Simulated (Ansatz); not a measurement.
Born–Oppenheimer molecular dynamics of a periodic cell of 15 atoms, H$_{8}$SO$_{6}$ (contents 4 H2O + 1 SO2, density as packed 1.17 g/cm³ with natural masses). It starts from a partly relaxed structure (largest force component 0.66 eV/Å).

Computed with DFT r2SCAN-D3(BJ), scalar-relativistic, plane waves, PAW (Ansatz). Settings: accuracy low, cutoff 500 eV, k mesh 1x1x1, fermi-dirac smearing 0.02 eV, no spin polarisation.

```
ensemble        : NVT, Langevin thermostat
time step       : 0.5 fs
steps asked     : 140
set temperature : 1500 K
friction        : 0.02 /fs
seed            : 350061
```

Frames 2.5 fs apart, positions in Å, forces in eV/Å.

Velocities at 15.0 fs (Å/ps):

```
O 0.13 6.88 3.60
H 33.64 18.53 -41.07
H 6.20 8.68 21.29
O -1.02 -5.24 9.21
H -0.09 22.97 -8.48
H -12.81 14.87 14.71
O -1.71 3.11 -0.08
H -14.07 12.30 -12.68
H 16.35 17.50 -22.49
O 2.04 -2.54 -12.12
H -18.12 -7.61 -44.50
H 9.83 -19.14 21.14
S 4.80 -2.33 -2.84
O -1.19 -3.19 -5.96
O 0.80 -4.68 -16.87
```

```xyz
15
Lattice="5.7890 0.0000 0.0000 0.0000 5.7890 0.0000 0.0000 0.0000 5.7890" Properties=species:S:1:pos:R:3:forces:R:3 time_fs=15.0 energy_less_start_eV=1.655 T=594
O 4.123 3.499 4.662 1.26 -4.19 -0.53
H 3.895 4.374 4.707 -1.23 3.16 -0.10
H 4.015 3.142 3.761 -0.03 0.84 0.67
O 4.229 0.795 0.526 1.37 4.63 0.00
H 3.424 0.854 -0.006 0.03 -0.29 0.18
H 4.558 1.856 0.541 -1.30 -4.09 -0.24
O 1.786 5.193 5.698 -1.89 -1.04 1.44
H 1.183 5.824 5.225 0.22 -1.22 0.72
H 1.151 4.509 6.342 1.43 2.91 -2.15
O 5.545 4.405 1.528 -0.13 0.42 1.25
H 5.717 4.538 2.482 0.27 -0.57 -0.52
H 5.036 5.229 1.369 0.00 -0.31 -0.73
S 1.993 1.181 2.439 -2.04 0.63 1.17
O 2.157 2.587 2.211 1.84 0.91 -1.19
O 0.731 1.071 3.167 0.20 -1.79 0.02
15
Lattice="5.7890 0.0000 0.0000 0.0000 5.7890 0.0000 0.0000 0.0000 5.7890" Properties=species:S:1:pos:R:3:forces:R:3 time_fs=17.5 energy_less_start_eV=1.063 T=1089
O 4.128 3.513 4.668 0.07 1.85 0.80
H 3.938 4.493 4.583 0.10 -1.88 0.31
H 4.003 3.160 3.804 -0.15 -0.22 -1.11
O 4.231 0.790 0.549 -0.03 2.62 -0.57
H 3.465 0.900 -0.037 -0.02 -0.82 0.25
H 4.479 1.763 0.567 0.16 -1.37 0.21
O 1.780 5.201 5.702 -0.12 1.34 -0.81
H 1.169 5.814 5.215 0.41 -1.14 0.71
H 1.226 4.609 6.245 -0.35 0.31 -0.08
O 5.544 4.399 1.492 0.54 -1.61 -0.15
H 5.683 4.491 2.415 0.72 -0.53 1.58
H 5.064 5.188 1.369 -1.31 1.68 -1.21
S 2.006 1.175 2.432 -2.04 0.88 1.03
O 2.157 2.581 2.186 1.87 0.70 -1.11
O 0.725 1.058 3.121 0.15 -1.82 0.14
15
Lattice="5.7890 0.0000 0.0000 0.0000 5.7890 0.0000 0.0000 0.0000 5.7890" Properties=species:S:1:pos:R:3:forces:R:3 time_fs=20.0 energy_less_start_eV=1.812 T=779
O 4.135 3.529 4.671 -0.43 2.16 -1.57
H 3.955 4.532 4.500 0.28 -2.84 0.73
H 3.988 3.150 3.776 0.18 0.43 0.75
O 4.226 0.791 0.567 -1.90 -6.39 -0.97
H 3.540 0.902 -0.086 -0.73 -1.01 -0.35
H 4.421 1.623 0.624 2.74 7.88 1.19
O 1.775 5.205 5.703 5.01 4.02 -3.23
H 1.162 5.737 5.233 -0.83 0.94 -0.98
H 1.236 4.691 6.148 -4.16 -4.52 4.04
O 5.545 4.391 1.459 -0.03 0.07 1.97
H 5.728 4.417 2.445 -0.28 -0.01 -1.84
H 5.017 5.199 1.276 0.21 -0.51 0.12
S 2.011 1.175 2.425 -2.13 0.43 1.01
O 2.156 2.570 2.144 1.81 0.99 -1.04
O 0.712 1.035 3.072 0.26 -1.62 0.16
15
Lattice="5.7890 0.0000 0.0000 0.0000 5.7890 0.0000 0.0000 0.0000 5.7890" Properties=species:S:1:pos:R:3:forces:R:3 time_fs=22.5 energy_less_start_eV=1.260 T=1021
O 4.139 3.543 4.667 0.47 -2.92 -1.44
H 3.941 4.428 4.496 -0.74 2.28 0.03
H 4.004 3.150 3.762 0.27 0.42 1.33
O 4.221 0.776 0.580 0.53 4.25 -0.15
H 3.584 0.871 -0.152 0.17 -0.42 0.53
H 4.478 1.811 0.720 -0.61 -3.50 -0.47
O 1.787 5.222 5.692 -2.45 -0.80 0.79
H 1.121 5.732 5.185 0.56 -0.19 0.14
H 1.082 4.607 6.225 1.80 1.49 -0.85
O 5.545 4.376 1.441 -0.24 0.03 0.77
H 5.770 4.359 2.408 -0.49 0.45 -1.50
H 4.960 5.157 1.195 0.80 -0.86 0.79
S 2.014 1.177 2.427 -1.43 -0.19 0.61
O 2.152 2.557 2.104 1.62 1.37 -0.96
O 0.710 1.000 3.026 -0.26 -1.40 0.39
15
Lattice="5.7890 0.0000 0.0000 0.0000 5.7890 0.0000 0.0000 0.0000 5.7890" Properties=species:S:1:pos:R:3:forces:R:3 time_fs=25.0 energy_less_start_eV=1.596 T=986
O 4.138 3.550 4.656 0.45 -0.36 0.24
H 3.817 4.420 4.467 -0.59 0.98 0.54
H 4.043 3.184 3.790 0.10 -0.84 -0.84
O 4.225 0.768 0.601 0.17 4.74 -0.87
H 3.668 0.867 -0.226 0.73 -0.33 1.51
H 4.494 1.826 0.768 -0.85 -4.09 -0.71
O 1.795 5.243 5.681 -4.04 -0.44 0.49
H 1.123 5.762 5.110 1.54 -1.14 1.24
H 1.014 4.623 6.281 2.22 1.96 -1.52
O 5.535 4.356 1.429 0.91 -2.04 -1.72
H 5.786 4.352 2.328 0.13 0.51 1.43
H 4.930 5.037 1.168 -0.71 1.22 0.25
S 2.015 1.182 2.429 -0.91 -0.12 0.24
O 2.163 2.558 2.070 1.17 0.92 -0.63
O 0.702 0.955 2.986 -0.31 -0.98 0.34
15
Lattice="5.7890 0.0000 0.0000 0.0000 5.7890 0.0000 0.0000 0.0000 5.7890" Properties=species:S:1:pos:R:3:forces:R:3 time_fs=27.5 energy_less_start_eV=1.065 T=1323
O 4.131 3.556 4.651 -1.58 3.82 0.01
H 3.649 4.494 4.447 1.40 -3.48 1.12
H 4.129 3.185 3.786 0.11 -0.60 -1.20
O 4.233 0.782 0.623 -1.23 -2.60 -1.56
H 3.771 0.874 -0.231 0.06 -0.27 0.64
H 4.475 1.640 0.797 1.18 3.27 0.81
O 1.782 5.261 5.677 -1.74 -0.67 0.90
H 1.193 5.726 5.065 0.11 0.02 0.01
H 1.050 4.743 6.237 1.49 0.88 -0.90
O 5.525 4.348 1.413 1.24 -1.84 -0.06
H 5.788 4.400 2.336 -0.41 0.47 -0.14
H 4.859 4.971 1.151 -0.60 1.03 0.32
S 2.013 1.188 2.441 -0.52 1.12 -0.26
O 2.179 2.572 2.036 0.56 -0.67 0.05
O 0.687 0.902 2.944 -0.07 -0.49 0.24
15
Lattice="5.7890 0.0000 0.0000 0.0000 5.7890 0.0000 0.0000 0.0000 5.7890" Properties=species:S:1:pos:R:3:forces:R:3 time_fs=30.0 energy_less_start_eV=1.086 T=1329
O 4.114 3.584 4.648 -0.23 0.02 -1.92
H 3.566 4.391 4.487 0.40 -1.21 0.28
H 4.230 3.172 3.740 -0.25 0.97 1.56
O 4.238 0.795 0.628 0.11 -1.92 0.96
H 3.840 0.872 -0.207 -0.91 0.27 -1.51
H 4.514 1.646 0.867 0.74 2.06 0.42
O 1.761 5.280 5.674 5.32 1.14 -1.11
H 1.300 5.707 5.014 -1.52 1.51 -2.29
H 1.113 4.931 6.173 -3.85 -2.58 3.23
O 5.514 4.335 1.395 -0.87 0.05 -0.10
H 5.790 4.460 2.316 -0.54 0.32 -0.52
H 4.760 4.962 1.145 1.54 -0.74 0.91
S 2.009 1.202 2.459 -0.20 1.93 -0.65
O 2.206 2.588 1.998 -0.11 -1.92 0.69
O 0.670 0.849 2.901 0.36 0.11 0.05
15
Lattice="5.7890 0.0000 0.0000 0.0000 5.7890 0.0000 0.0000 0.0000 5.7890" Properties=species:S:1:pos:R:3:forces:R:3 time_fs=32.5 energy_less_start_eV=1.294 T=1271
O 4.094 3.613 4.637 4.53 -5.12 -1.08
H 3.500 4.255 4.537 -3.96 3.78 -0.76
H 4.315 3.212 3.739 -0.71 1.16 1.81
O 4.248 0.805 0.625 1.61 3.11 2.25
H 3.874 0.877 -0.244 -0.28 0.64 -0.47
H 4.603 1.768 0.958 -1.41 -3.39 -1.84
O 1.759 5.293 5.664 -0.78 0.74 -0.67
H 1.356 5.743 4.873 0.18 -0.76 1.47
H 0.994 5.035 6.270 0.47 -0.12 -0.98
O 5.497 4.336 1.375 0.21 -0.63 0.52
H 5.742 4.506 2.293 -0.14 0.08 -0.21
H 4.737 4.910 1.193 0.15 0.27 -0.05
S 2.006 1.218 2.474 0.18 2.03 -0.98
O 2.236 2.597 1.966 -0.69 -2.46 1.11
O 0.658 0.804 2.860 0.64 0.66 -0.13
15
Lattice="5.7890 0.0000 0.0000 0.0000 5.7890 0.0000 0.0000 0.0000 5.7890" Properties=species:S:1:pos:R:3:forces:R:3 time_fs=35.0 energy_less_start_eV=1.572 T=1083
O 4.079 3.621 4.625 -1.99 1.69 0.97
H 3.275 4.268 4.534 2.03 -1.97 0.06
H 4.392 3.303 3.792 -0.25 0.11 -0.93
O 4.264 0.836 0.629 0.20 2.18 -1.14
H 3.901 0.943 -0.320 0.93 0.23 2.50
H 4.690 1.724 0.928 -1.22 -2.09 -1.33
O 1.754 5.298 5.643 -2.29 0.34 0.83
H 1.419 5.752 4.823 -0.13 -0.71 1.65
H 0.886 5.121 6.346 2.14 -0.04 -2.71
O 5.483 4.344 1.362 2.22 -1.36 1.30
H 5.692 4.582 2.277 0.28 -0.23 -0.14
H 4.717 4.847 1.240 -2.09 1.52 -1.04
S 2.000 1.238 2.486 0.23 1.73 -0.99
O 2.254 2.597 1.938 -1.07 -2.48 1.27
O 0.646 0.769 2.822 1.02 1.09 -0.29
15
Lattice="5.7890 0.0000 0.0000 0.0000 5.7890 0.0000 0.0000 0.0000 5.7890" Properties=species:S:1:pos:R:3:forces:R:3 time_fs=37.5 energy_less_start_eV=1.813 T=1184
O 4.053 3.633 4.615 -3.21 1.83 1.37
H 3.152 4.201 4.512 3.15 -2.10 0.12
H 4.471 3.412 3.804 -0.12 0.09 -1.36
O 4.277 0.880 0.630 -3.41 -5.10 -2.07
H 4.011 1.018 -0.290 -0.15 -0.15 0.37
H 4.727 1.599 0.819 3.43 5.56 1.66
O 1.741 5.300 5.629 -1.07 -0.65 2.89
H 1.454 5.689 4.828 -1.00 0.68 -0.93
H 0.892 5.206 6.291 1.84 -0.43 -2.25
O 5.479 4.344 1.364 -2.24 1.42 1.06
H 5.665 4.671 2.269 0.20 -0.39 -0.65
H 4.581 4.854 1.230 2.37 -1.18 -0.34
S 1.992 1.253 2.485 -0.15 1.12 -0.67
O 2.275 2.592 1.921 -1.33 -2.26 1.21
O 0.629 0.738 2.783 1.68 1.58 -0.41
15
Lattice="5.7890 0.0000 0.0000 0.0000 5.7890 0.0000 0.0000 0.0000 5.7890" Properties=species:S:1:pos:R:3:forces:R:3 time_fs=40.0 energy_less_start_eV=1.531 T=1303
O 4.017 3.648 4.606 3.64 -1.68 -0.41
H 3.186 4.025 4.483 -1.98 1.02 -0.79
H 4.567 3.534 3.778 -1.72 0.48 1.21
O 4.275 0.912 0.631 1.72 1.50 1.42
H 4.136 1.104 -0.267 -1.05 -0.10 -2.17
H 4.911 1.672 0.766 -0.87 -1.07 0.65
O 1.726 5.293 5.622 3.19 0.18 -1.76
H 1.447 5.610 4.768 -0.37 0.19 -0.17
H 0.986 5.285 6.158 -2.93 -0.62 1.66
O 5.467 4.346 1.375 -2.71 0.72 0.29
H 5.669 4.759 2.221 0.22 -0.07 -0.09
H 4.537 4.780 1.206 2.59 -1.10 -0.09
S 1.985 1.267 2.480 0.22 0.34 -0.34
O 2.293 2.584 1.914 -1.54 -1.66 0.96
O 0.632 0.705 2.743 1.60 1.86 -0.38
15
Lattice="5.7890 0.0000 0.0000 0.0000 5.7890 0.0000 0.0000 0.0000 5.7890" Properties=species:S:1:pos:R:3:forces:R:3 time_fs=42.5 energy_less_start_eV=1.950 T=1222
O 3.997 3.665 4.597 2.52 -0.69 -0.11
H 3.096 3.880 4.436 -0.75 0.47 -0.68
H 4.605 3.693 3.811 -1.75 0.08 0.84
O 4.282 0.941 0.627 3.75 4.22 -1.23
H 4.204 1.172 -0.342 -0.50 -0.61 1.24
H 5.084 1.743 0.788 -3.46 -3.33 -0.11
O 1.716 5.280 5.612 1.13 0.68 -2.85
H 1.418 5.524 4.686 0.42 -0.35 1.81
H 0.924 5.296 6.115 -1.68 -0.55 0.79
O 5.454 4.347 1.393 1.01 -1.67 -0.07
H 5.679 4.839 2.162 0.22 0.64 0.76
H 4.581 4.618 1.186 -1.29 0.55 -0.68
S 1.988 1.284 2.474 0.33 -1.25 0.32
O 2.302 2.571 1.911 -1.45 -0.27 0.33
O 0.649 0.675 2.700 1.50 2.07 -0.37
```

Of the whole run (70 fs, mean temperature of the second half 1378 K): A run of 0.07 ps of so small a system gives no equilibrium averages. Limits of this set-up: coarse k mesh, low accuracy level.

The run took 13 min on 1 thread of Intel(R) Xeon(R) Platinum 8488C (Sapphire Rapids), on a shared host, peak memory 0.55 GiB.
